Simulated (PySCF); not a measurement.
PySCF input for SbF2, SMILES [F][Sb+][F] (connectivity only; charge and spin as stated), charge +1, multiplicity 1, PBE-D3(BJ)/def2-TZVP. Geometry optimised at PBE-D3(BJ)/def2-TZVP. The spin state was assumed, not searched. The isomer is the one that the SMILES or the coordinates give; other isomers of the formula were not compared. The def2 effective core potentials stand for the cores of Sb; spin–orbit coupling is left out.

```python
import numpy as np
from pyscf import gto, scf, dft, df
from pyscf.hessian import thermo

mol = gto.M(
    atom='''
    Sb    0.00000000   -0.00000000    0.32415584
    F     0.00000000   -1.39406854   -0.91844155
    F     0.00000000    1.39406855   -0.91844154
    ''',
    basis='def2-TZVP',
    ecp={'Sb': 'def2-tzvp'},
    charge=1,
    spin=0,
    max_memory=1600,
    verbose=3,
)
mf = dft.RKS(mol, xc='pbe').density_fit(auxbasis='def2-universal-jkfit')
mf.disp = 'd3bj'
mf.grids.level = 3
mf.conv_tol = 1e-11
mf.max_cycle = 100
mf.kernel()

# [left out here: the lines that compute and print the analytic Hessian (its translational invariance restored by hand, since the grid's response is missing), thermochemistry and intensities]
```

It prints:

```
converged SCF energy = -439.580330393421

WARN: DFTD3 does not support analytical Hessian, using finite difference


WARN: Mole.unit (angstrom) is changed to Bohr

Mode                                 0                   1                   2
Irrep
Freq [cm^-1]                      210.8921            683.6244            690.8396
Reduced mass [au]                  20.9496             21.7131             21.2889
Force const [Dyne/A]                0.5490              5.9787              5.9863
Char temp [K]                     303.4268            983.5833            993.9643
Normal mode                   x     y     z       x     y     z       x     y     z
       0  Sb                 0.00  0.00 -0.03   -0.00 -0.03 -0.00   -0.00  0.00 -0.03
       1   F                 0.00 -0.12  0.10    0.00  0.11  0.10    0.00  0.11  0.10
       2   F                -0.00  0.12  0.10   -0.00  0.11 -0.10    0.00 -0.11  0.10
temperature 298.1500 [K]
pressure 101325.00 [Pa]
Rotational constants [GHz] 11.30223 6.84387 4.26268
Symmetry number 2
Zero-point energy (ZPE) 0.00361 [Eh]   9482.535 [J/mol]
                           tot       elec      trans        rot        vib
Entropy [J/mol/K]       279.527      0.000    172.023     96.294     11.210
Cv [J/mol/K]             39.721      0.000     12.472     12.472     14.778
Cp [J/mol/K]             48.036      0.000     20.786     12.472     14.778
Internal energy [J/mol]                      3718.434   3718.434  11529.536
Internal energy [Eh]   -439.57311  -439.58033
Enthalpy [J/mol]                             6197.391   3718.434  11529.536
Enthalpy [Eh]          -439.57216
Gibbs free energy [J/mol]                  -45091.221 -24991.733   8187.410
Gibbs free energy [Eh] -439.60391
mode   freq/cm-1   IR/(km/mol)
   1      210.89         9.507
   2      683.62        75.808
   3      690.84        42.116
max |gradient| / (hartree/bohr): 0.0001211746788968363
APT charges: [ 1.8147 -0.4074 -0.4074]
```

The run converged.

Cost: about 40 core-seconds (a rough figure).
